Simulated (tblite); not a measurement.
Parent: `[O:1]=[C:2]1[CH2:3][CH:4](/[C:5]([SiH3:6])=[CH:7]/[SiH3:8])[CH2:9]1` with C3–C4–C5–Si6 47°, O1–C2–C3–C4 169°, C2–C3–C4–C5 131°, C3–C4–C9–C2 -8°, O1–C2–C9–C4 -169°, C6H12OSi2.

Structures optimised with GFN2-xTB, isolated species. One conformer each, not checked by frequencies here.

| coordinate of the parent | value |
| --- | --- |
| O1=C2 | 1.196 Å |
| C2–C3 | 1.512 Å |
| C3–C4 | 1.547 Å |
| C4–C5 | 1.504 Å |
| C5–Si6 | 1.895 Å |
| C5=C7 | 1.335 Å |
| C7–Si8 | 1.880 Å |
| C4–C9 | 1.547 Å |
| C2–C9 | 1.511 Å |
| O1–C2–C3 | 133.7° |
| O1–C2–C9 | 133.9° |
| C3–C2–C9 | 92.3° |
| C2–C3–C4 | 88.4° |
| C3–C4–C5 | 116.8° |
| C3–C4–C9 | 89.6° |
| C5–C4–C9 | 119.0° |
| C4–C5–Si6 | 115.2° |
| C4–C5–C7 | 121.0° |
| Si6–C5–C7 | 123.8° |
| C5–C7–Si8 | 128.0° |
| C2–C9–C4 | 88.4° |

Q: How does the shared frame change in `[CH3:1]/[CH:2]=[C:3](\[SiH3:4])[CH:5]1[CH2:6][C:7](=[O:8])[CH2:9]1` with C2–C3–C5–C6 -27°, C3–C5–C6–C7 -130°, C5–C6–C7–O8 -168°, C6–C7–C9–C5 -10°, C3–C5–C9–C7 132°, C7H12OSi? Atoms pair as O1 = O8, C2 = C7, C3 = C9, C4 = C5, C5 = C3, Si6 = Si4, C7 = C2, C9 = C6 (parent first).

A: 
```
   parent   relative  value in the relative  change
    O1=C2      O8=C7                1.196 Å   0.000
    C2–C3      C7–C9                1.512 Å   0.000
    C3–C4      C9–C5                1.547 Å   0.000
    C4–C5      C5–C3                1.503 Å  -0.001
   C5–Si6     C3–Si4                1.894 Å  -0.001
    C5=C7      C3=C2                1.330 Å  -0.005
    C4–C9      C5–C6                1.548 Å  +0.001
    C2–C9      C7–C6                1.510 Å  -0.001
 O1–C2–C3   O8–C7–C9                 133.8°    +0.1
 O1–C2–C9   O8–C7–C6                 133.9°     0.0
 C3–C2–C9   C9–C7–C6                  92.2°    -0.1
 C2–C3–C4   C7–C9–C5                  88.4°     0.0
 C3–C4–C5   C9–C5–C3                 116.7°    -0.1
 C3–C4–C9   C9–C5–C6                  89.5°    -0.1
 C5–C4–C9   C3–C5–C6                 119.3°    +0.3
C4–C5–Si6  C5–C3–Si4                 115.9°    +0.7
 C4–C5–C7   C5–C3–C2                 120.8°    -0.2
Si6–C5–C7  Si4–C3–C2                 123.3°    -0.5
 C2–C9–C4   C7–C6–C5                  88.4°     0.0
```

Of the parent's bonds, C5–C7 changes most (-0.005 Å). Bonds of the relative outside the shared frame: C1–C2 1.490 Å. Point group C1 → C1.

Q: How does the shared frame change in `[O:1]=[C:2]1[CH2:3][CH:4](/[C:5]([SiH3:6])=[CH:7]\[O:8][SiH3:9])[CH2:10]1` with C3–C4–C5–Si6 63°, C5–C7–O8–Si9 -168°, C6H12O2Si2? Atoms pair as O1 = O1, C2 = C2, C3 = C10, C4 = C4, C5 = C5, Si6 = Si6, C7 = C7, C9 = C3 (parent first).

A: 
```tsv
parent	relative	value in the relative	change
O1=C2	O1=C2	1.197 Å	+0.001
C2–C3	C2–C10	1.511 Å	-0.001
C3–C4	C10–C4	1.546 Å	-0.001
C4–C5	C4–C5	1.498 Å	-0.006
C5–Si6	C5–Si6	1.884 Å	-0.011
C5=C7	C5=C7	1.333 Å	-0.002
C4–C9	C4–C3	1.550 Å	+0.003
C2–C9	C2–C3	1.511 Å	0.000
O1–C2–C3	O1–C2–C10	133.8°	+0.1
O1–C2–C9	O1–C2–C3	133.7°	-0.2
C3–C2–C9	C10–C2–C3	92.4°	+0.1
C2–C3–C4	C2–C10–C4	89.0°	+0.6
C3–C4–C5	C10–C4–C5	116.1°	-0.7
C3–C4–C9	C10–C4–C3	89.6°	0.0
C5–C4–C9	C5–C4–C3	114.8°	-4.2
C4–C5–Si6	C4–C5–Si6	120.9°	+5.7
C4–C5–C7	C4–C5–C7	119.8°	-1.2
Si6–C5–C7	Si6–C5–C7	119.3°	-4.5
C2–C9–C4	C2–C3–C4	88.9°	+0.5
```

Of the parent's bonds, C5–Si6 changes most (-0.011 Å). Bonds of the relative outside the shared frame: C7–O8 1.348, O8–Si9 1.627 Å. Point group C1 → C1.

Q: How does the shared frame change in `[O:1]=[C:2]1[CH:3]=[C:4](/[C:5]([SiH3:6])=[CH:7]\[SiH3:8])[CH2:9]1` with C3–C4–C5–Si6 -145°, C6H10OSi2? Atoms pair as O1 = O1, C2 = C2, C3 = C9, C4 = C4, C5 = C5, Si6 = Si6, C7 = C7, Si8 = Si8, C9 = C3 (parent first).

A: 
```json
{"parent": "O1=C2", "relative": "O1=C2", "value in the relative": "1.199 Å", "change": "+0.003"}
{"parent": "C2–C3", "relative": "C2–C9", "value in the relative": "1.547 Å", "change": "+0.035"}
{"parent": "C3–C4", "relative": "C9–C4", "value in the relative": "1.520 Å", "change": "-0.027"}
{"parent": "C4–C5", "relative": "C4–C5", "value in the relative": "1.433 Å", "change": "-0.071"}
{"parent": "C5–Si6", "relative": "C5–Si6", "value in the relative": "1.902 Å", "change": "+0.007"}
{"parent": "C5=C7", "relative": "C5=C7", "value in the relative": "1.345 Å", "change": "+0.010"}
{"parent": "C7–Si8", "relative": "C7–Si8", "value in the relative": "1.887 Å", "change": "+0.007"}
{"parent": "C4–C9", "relative": "C4=C3", "value in the relative": "1.359 Å", "change": "-0.188"}
{"parent": "C2–C9", "relative": "C2–C3", "value in the relative": "1.462 Å", "change": "-0.049"}
{"parent": "O1–C2–C3", "relative": "O1–C2–C9", "value in the relative": "133.7°", "change": "0.0"}
{"parent": "O1–C2–C9", "relative": "O1–C2–C3", "value in the relative": "137.0°", "change": "+3.1"}
{"parent": "C3–C2–C9", "relative": "C9–C2–C3", "value in the relative": "89.3°", "change": "-3.0"}
{"parent": "C2–C3–C4", "relative": "C2–C9–C4", "value in the relative": "83.5°", "change": "-4.9"}
{"parent": "C3–C4–C5", "relative": "C9–C4–C5", "value in the relative": "129.6°", "change": "+12.8"}
{"parent": "C3–C4–C9", "relative": "C9–C4–C3", "value in the relative": "94.5°", "change": "+4.9"}
{"parent": "C5–C4–C9", "relative": "C5–C4–C3", "value in the relative": "135.8°", "change": "+16.8"}
{"parent": "C4–C5–Si6", "relative": "C4–C5–Si6", "value in the relative": "115.6°", "change": "+0.4"}
{"parent": "C4–C5–C7", "relative": "C4–C5–C7", "value in the relative": "122.3°", "change": "+1.3"}
{"parent": "Si6–C5–C7", "relative": "Si6–C5–C7", "value in the relative": "122.1°", "change": "-1.7"}
{"parent": "C5–C7–Si8", "relative": "C5–C7–Si8", "value in the relative": "127.7°", "change": "-0.3"}
{"parent": "C2–C9–C4", "relative": "C2–C3–C4", "value in the relative": "92.7°", "change": "+4.3"}
```

Of the parent's bonds, C4–C9 changes most (-0.188 Å). Point group C1 → C1.

These are computed values.
